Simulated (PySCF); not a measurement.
germylsilane (H$_{6}$GeSi), singlet, at a GFN2-xTB geometry; R2SCAN/3-21G in PySCF.

The PySCF input:
```python
from pyscf import gto, scf, dft

mol = gto.Mole()
mol.atom = '''
    Si   -1.56704071    0.16693932    0.03758954
    Ge    0.74957058   -0.07985294   -0.01798040
    H    -2.14643979   -0.68810588    1.07390640
    H    -1.92532104    1.55570653    0.32693199
    H    -2.15072553   -0.20470937   -1.25157588
    H     1.24574300   -1.41299042   -0.49700975
    H     1.48093017    0.88627488   -0.90376928
    H     1.44812445    0.08196777    1.30063566
'''
mol.basis = '3-21g'
mol.verbose = 4
mol.build()

mf = dft.RKS(mol)
mf.xc = 'r2scan'
mf.kernel()
mf.analyze()
```

It wrote (shortened):

```
PySCF version 2.14.0

[INPUT] verbose = 4
[INPUT] num. atoms = 8
[INPUT] num. electrons = 52
[INPUT] charge = 0
[INPUT] spin (= nelec alpha-beta = 2S) = 0
[INPUT] symmetry False subgroup None
[INPUT] Mole.unit = angstrom
[INPUT] Symbol           X                Y                Z      unit          X                Y                Z       unit  Magmom
[INPUT]  1 Si    -1.567040710000   0.166939320000   0.037589540000 AA   -2.961277767944   0.315469594221   0.071033935748 Bohr   0.0
[INPUT]  2 Ge     0.749570580000  -0.079852940000  -0.017980400000 AA    1.416483107231  -0.150900186841  -0.033978031610 Bohr   0.0
[INPUT]  3 H     -2.146439790000  -0.688105880000   1.073906400000 AA   -4.056183345969  -1.300331657903   2.029388979418 Bohr   0.0
[INPUT]  4 H     -1.925321040000   1.555706530000   0.326931990000 AA   -3.638329467463   2.939859271897   0.617811922459 Bohr   0.0
[INPUT]  5 H     -2.150725530000  -0.204709370000  -1.251575880000 AA   -4.064282220810  -0.386844644432  -2.365135637312 Bohr   0.0
[INPUT]  6 H      1.245743000000  -1.412990420000  -0.497009750000 AA    2.354113091594  -2.670164910434  -0.939212308739 Bohr   0.0
[INPUT]  7 H      1.480930170000   0.886274880000  -0.903769280000 AA    2.798552430906   1.674816794282  -1.707876418995 Bohr   0.0
[INPUT]  8 H      1.448124450000   0.081967770000   1.300635660000 AA    2.736558604786   0.154896636341   2.457845185243 Bohr   0.0

nuclear repulsion = 176.220558901839
number of shells = 29
number of NR pGTOs = 99
number of NR cGTOs = 47
basis = 3-21g
ecp = {}

******** <class 'pyscf.dft.rks.RKS'> ********
method = RKS
initial guess = minao
damping factor = 0
level_shift factor = 0
DIIS = <class 'pyscf.scf.diis.CDIIS'>
diis_start_cycle = 1
diis_space = 8
diis_damp = 0
SCF conv_tol = 1e-09
SCF conv_tol_grad = None
SCF max_cycles = 50
direct_scf = True
direct_scf_tol = 1e-13
XC library pyscf.dft.libxc version 7.1.2
    S. Lehtola, C. Steigemann, M. J. T. Oliveira, and M. A. L. Marques,  SoftwareX 7, 1–5 (2018)
XC functionals = r2scan
    J. W. Furness, A. D. Kaplan, J. Ning, J. P. Perdew, and J. Sun,  J. Phys. Chem. Lett. 11, 8208–8215 (2020)
    J. W. Furness, A. D. Kaplan, J. Ning, J. P. Perdew, and J. Sun,  J. Phys. Chem. Lett. 11, 9248–9248 (2020)
    J. W. Furness, A. D. Kaplan, J. Ning, J. P. Perdew, and J. Sun,  J. Phys. Chem. Lett. 11, 8208–8215 (2020)
    J. W. Furness, A. D. Kaplan, J. Ning, J. P. Perdew, and J. Sun,  J. Phys. Chem. Lett. 11, 9248–9248 (2020)
radial grids:
    Treutler-Ahlrichs [JCP 102, 346 (1995); DOI:10.1063/1.469408] (M4) radial grids

becke partition: Becke, JCP 88, 2547 (1988); DOI:10.1063/1.454033
pruning grids: <function nwchem_prune>
grids dens level: 3
symmetrized grids: False
atomic radii adjust function: <function treutler_atomic_radii_adjust>
small_rho_cutoff = 0
Set gradient conv threshold to 3.16228e-05
Initial guess from minao.
tot grids = 98672
init E= -2356.17512778952
  HOMO = -0.349998112826656  LUMO = -0.0376307394319556  gap/eV = 8.49995
cycle= 1 E= -2358.30352230128  delta_E= -2.13  |g|= 0.108  |ddm|= 2.19
  HOMO = -0.284925959936351  LUMO = 0.0223585883873585  gap/eV = 8.36164
cycle= 2 E= -2358.30658806681  delta_E= -0.00307  |g|= 0.0576  |ddm|= 0.306
  HOMO = -0.290124610179477  LUMO = 0.0179769010262535  gap/eV = 8.38387
cycle= 3 E= -2358.30799732479  delta_E= -0.00141  |g|= 0.0161  |ddm|= 0.156
  HOMO = -0.292239542492144  LUMO = 0.0162412973918586  gap/eV = 8.39419
cycle= 4 E= -2358.30811555526  delta_E= -0.000118  |g|= 0.00123  |ddm|= 0.0317
  HOMO = -0.291956564125298  LUMO = 0.0164975667669251  gap/eV = 8.39346
cycle= 5 E= -2358.30811608228  delta_E= -5.27e-07  |g|= 0.00034  |ddm|= 0.00275
  HOMO = -0.292013489927163  LUMO = 0.0164632061829046  gap/eV = 8.39408
cycle= 6 E= -2358.30811613073  delta_E= -4.85e-08  |g|= 5.88e-05  |ddm|= 0.000621
  HOMO = -0.291996494069931  LUMO = 0.0164764390433365  gap/eV = 8.39398
cycle= 7 E= -2358.3081161325  delta_E= -1.77e-09  |g|= 1.16e-05  |ddm|= 0.000165
  HOMO = -0.291996441170245  LUMO = 0.0164766472035668  gap/eV = 8.39398
cycle= 8 E= -2358.30811613258  delta_E= -7.5e-11  |g|= 4.33e-07  |ddm|= 3.29e-05
  HOMO = -0.291996519714286  LUMO = 0.0164766262808935  gap/eV = 8.39398
Extra cycle  E= -2358.30811613258  delta_E= 1.36e-12  |g|= 2.02e-07  |ddm|= 1.86e-06
converged SCF energy = -2358.30811613258
**** SCF Summaries ****
Total Energy =                       -2358.308116132578107
Nuclear Repulsion Energy =             176.220558901838615
One-electron Energy =                -3639.132048197317090
Two-electron Energy =                 1104.603373162900425
Two-electron Coulomb Energy =         1206.584277735722708
DFT Exchange-Correlation Energy =     -101.980904572822240
HOMO-LUMO gap [eV] =                     8.393981852478632
**** MO energy ****
MO #1   energy= -395.534726815178  occ= 2
MO #2   energy= -65.3410909502575  occ= 2
MO #3   energy= -49.3016878580869  occ= 2
MO #4   energy= -43.7052849542396  occ= 2
MO #5   energy= -43.7051735631249  occ= 2
MO #6   energy= -43.7051735251326  occ= 2
MO #7   energy= -6.07631781365667  occ= 2
MO #8   energy= -5.16904184417357  occ= 2
MO #9   energy= -4.20407792253977  occ= 2
MO #10  energy= -4.20346366132669  occ= 2
MO #11  energy= -4.2034632872517   occ= 2
MO #12  energy= -3.50997595976554  occ= 2
MO #13  energy= -3.50949239606812  occ= 2
MO #14  energy= -3.5094920121166   occ= 2
MO #15  energy= -0.984900941183221 occ= 2
MO #16  energy= -0.984898992866543 occ= 2
MO #17  energy= -0.981689905965274 occ= 2
MO #18  energy= -0.976918363233421 occ= 2
MO #19  energy= -0.976917541617093 occ= 2
MO #20  energy= -0.556638735371021 occ= 2
MO #21  energy= -0.492177480039899 occ= 2
MO #22  energy= -0.346848870847528 occ= 2
MO #23  energy= -0.346848332239476 occ= 2
MO #24  energy= -0.309077077451466 occ= 2
MO #25  energy= -0.309076166361431 occ= 2
MO #26  energy= -0.291996519714286 occ= 2
MO #27  energy= 0.0164766262808935 occ= 0
MO #28  energy= 0.0169309108803835 occ= 0
MO #29  energy= 0.0169325147472564 occ= 0
MO #30  energy= 0.112376201312016  occ= 0
MO #31  energy= 0.114911690311678  occ= 0
MO #32  energy= 0.114912715465367  occ= 0
MO #33  energy= 0.146663564837927  occ= 0
MO #34  energy= 0.244799552004678  occ= 0
 ** Mulliken pop on meta-lowdin orthogonal AOs  **
 ** Mulliken pop  **
 ** Mulliken atomic charges  **
charge of    0Si =      0.14293
charge of    1Ge =      0.15979
charge of    2H =     -0.04809
charge of    3H =     -0.04809
charge of    4H =     -0.04808
charge of    5H =     -0.05282
charge of    6H =     -0.05281
charge of    7H =     -0.05282
Dipole moment(X, Y, Z, Debye): -0.33200,  0.03538,  0.00791
```
